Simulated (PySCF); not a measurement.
C$_{2}$H$_{7}$AlClNO, singlet, at a GFN2-xTB geometry (such geometries of metal compounds can be far from the true shape); DF-B3LYP/def2-SVPD in PySCF.

The PySCF input:
```python
from pyscf import gto, scf, dft

mol = gto.Mole()
mol.atom = '''
    Al   -0.00105124    0.23849669    0.70308589
    Cl   -1.78180794   -0.35368369    1.46970666
    O     0.16451625    0.30150538   -0.93345065
    C     0.51496542    0.30551020   -2.28438044
    C     1.29022824   -0.95154595   -2.65636782
    H    -0.40194095    0.36791124   -2.88418417
    H     1.12565686    1.19296122   -2.49208380
    H     0.68466955   -1.83202000   -2.45423485
    H     1.55115353   -0.93128336   -3.71126065
    H     2.19943783   -1.01320110   -2.06257281
    N     1.34700971    0.69716350    1.76688107
    H     1.31966170    0.69686384    2.77456962
    H     2.24940243    1.01496068    1.44856420
'''
mol.basis = 'def2-svpd'
mol.verbose = 4
mol.max_memory = 1800
mol.build()

mf = dft.RKS(mol)
mf.xc = 'b3lyp'
mf = mf.density_fit(auxbasis='def2-universal-jkfit')
mf.kernel()
```

Problem. What does PySCF print? Leave out banner, timings and long lists.

Solution. 
```
PySCF version 2.14.0

[INPUT] verbose = 4
[INPUT] num. atoms = 13
[INPUT] num. electrons = 64
[INPUT] charge = 0
[INPUT] spin (= nelec alpha-beta = 2S) = 0
[INPUT] symmetry False subgroup None
[INPUT] Mole.unit = angstrom
[INPUT] Symbol           X                Y                Z      unit          X                Y                Z       unit  Magmom
[...]
nuclear repulsion = 346.539943810562
number of shells = 82
number of NR pGTOs = 280
number of NR cGTOs = 190
basis = def2-svpd
ecp = {}

******** <class 'pyscf.df.df_jk.DFRKS'> ********
method = DFRKS
initial guess = minao
damping factor = 0
level_shift factor = 0
DIIS = <class 'pyscf.scf.diis.CDIIS'>
diis_start_cycle = 1
diis_space = 8
diis_damp = 0
SCF conv_tol = 1e-09
SCF conv_tol_grad = None
SCF max_cycles = 50
direct_scf = False
XC library pyscf.dft.libxc version 7.1.2
    S. Lehtola, C. Steigemann, M. J. T. Oliveira, and M. A. L. Marques,  SoftwareX 7, 1–5 (2018)
XC functionals = b3lyp
    P. J. Stephens, F. J. Devlin, C. F. Chabalowski, and M. J. Frisch,  J. Phys. Chem. 98, 11623 (1994)
radial grids:
    Treutler-Ahlrichs [JCP 102, 346 (1995); DOI:10.1063/1.469408] (M4) radial grids

becke partition: Becke, JCP 88, 2547 (1988); DOI:10.1063/1.454033
pruning grids: <function nwchem_prune>
grids dens level: 3
symmetrized grids: False
atomic radii adjust function: <function treutler_atomic_radii_adjust>
small_rho_cutoff = 0
Set gradient conv threshold to 3.16228e-05
Initial guess from minao.
tot grids = 162936
******** <class 'pyscf.df.df.DF'> ********
auxbasis = def2-universal-jkfit
init E= -913.198187756648
[...]
cycle= 1 E= -912.707264420301  delta_E= 0.491  |g|= 0.908  |ddm|= 6.27
[...]
cycle= 2 E= -912.333764735015  delta_E= 0.373  |g|= 1.62  |ddm|= 2.86
[...]
cycle= 3 E= -912.870810325788  delta_E= -0.537  |g|= 0.178  |ddm|= 1.58
[...]
cycle= 4 E= -912.876846111676  delta_E= -0.00604  |g|= 0.0708  |ddm|= 0.309
[...]
cycle= 5 E= -912.877817055964  delta_E= -0.000971  |g|= 0.0252  |ddm|= 0.0943
[...]
cycle= 6 E= -912.877961397601  delta_E= -0.000144  |g|= 0.00388  |ddm|= 0.0377
[...]
cycle= 7 E= -912.877964723568  delta_E= -3.33e-06  |g|= 0.000917  |ddm|= 0.00803
[...]
cycle= 8 E= -912.877964935711  delta_E= -2.12e-07  |g|= 0.0002  |ddm|= 0.0023
[...]
cycle= 9 E= -912.877964945711  delta_E= -1e-08  |g|= 6.36e-05  |ddm|= 0.000438
[...]
cycle= 10 E= -912.877964946801  delta_E= -1.09e-09  |g|= 1.29e-05  |ddm|= 0.000146
[...]
cycle= 11 E= -912.877964946835  delta_E= -3.43e-11  |g|= 3.64e-06  |ddm|= 2.56e-05
[...]
Extra cycle  E= -912.877964946833  delta_E= 1.59e-12  |g|= 4.87e-06  |ddm|= 1.77e-05
converged SCF energy = -912.877964946833
```
